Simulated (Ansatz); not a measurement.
Frontier orbitals of `[S]=[Mo](=[S])([Cl])[Cl]`.

The species carries charge 0 and has multiplicity 1. Correlated methods include outer-core shells of Mo, which these sets cover unevenly. Mo takes the def2 core potential. All single points use the PBE0-D4/def2-TZVP geometry. Basis def2-TZVPP, Ansatz 0.2.0.

Orbital energies of one run (eV). Highest occupied ones, from the top: -8.70, -9.71, -9.74, -10.58, -11.10, -11.35, -11.75, -12.41, -12.41, -12.47, -13.22, -13.23, -21.59, -21.91. Empty: -3.11, -2.93, -2.03, -1.68, -1.44, 0.76.

Which functional gave them?
A. LDA (SPW92)
B. r2SCAN
C. revPBE
D. BHLYP

D. HOMO energies: BHLYP -8.70, LDA (SPW92) -6.79, r2SCAN -6.94, revPBE -6.60 eV.
